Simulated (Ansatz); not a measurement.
`[SiH3]O[SiH2][SiH3]` + `N#CO` → `N#CO[SiH3]` + disiloxane at 600 K and 1 bar (cleavage of the Si–Si bond).

Calculated with Ansatz (gas phase, PBE0-D4/def2-TZVP geometries, no zero-point term in ΔE). CCSD(T)/CBS adds triple-zeta CCSD(T) − MP2 to the extrapolated MP2 energy (def2 sets, frozen cores). This one scheme is used for every species. Each species was taken in one conformer, which may not be the lowest.

```csv
species,CCSD(T)/CBS energy (Eh),H − E (kJ/mol),S (J/(mol·K))
`[SiH3]O[SiH2][SiH3]`,-947.28799,261.9,505.0
`N#CO`,-168.48100,84.3,277.2
`N#CO[SiH3]`,-458.79584,144.5,367.3
`[SiH3]O[SiH3]`,-657.01000,196.4,409.1
```

H − E and S are ideal-gas, rigid-rotor, harmonic terms from PBE0-D4/def2-TZVP, for one conformer and one mirror image of each species. 1 Eh = 2625.50 kJ/mol, R = 8.31446 J/(mol·K).

Task: By hand: ΔE, ΔH, ΔS and ΔG.

Result: ΔE = (-458.79584) + (-657.01000) − (-947.28799) − (-168.48100) = -0.03685 Eh = -96.7 kJ/mol. Δ(H − E) = 144.5 + 196.4 − 261.9 − 84.3 = -5.3, so ΔH = -102.0 kJ/mol. ΔS = 367.3 + 409.1 − 505.0 − 277.2 = -5.8 J/(mol·K). ΔG = -102.0 − 600 × (-5.8)/1000 = -98.5 kJ/mol.

Task: By hand: the equilibrium constant, and the temperature at which ΔG would vanish if ΔH and ΔS stayed fixed.

Result: log₁₀ K = −ΔG/(RT ln 10) = 8.6. ΔG = 0 at ΔH/ΔS = 17586 K, far beyond where these terms or the molecules hold.

The number of gas molecules stays the same, so ΔS is small and ΔH decides. A doubt of 5 kJ/mol in ΔE shifts log₁₀ K by 0.4 here. Other conformers and mirror images would add mixing entropy, several J/(mol·K) or more a flexible species. Modes under 60 cm⁻¹, often nearly free rotors, make the harmonic entropy too high. These are equilibria of isolated gas molecules and say nothing of rates. Largest T1 diagnostic: 0.014 (customary marks: 0.02 for closed shells, 0.045 for open ones).
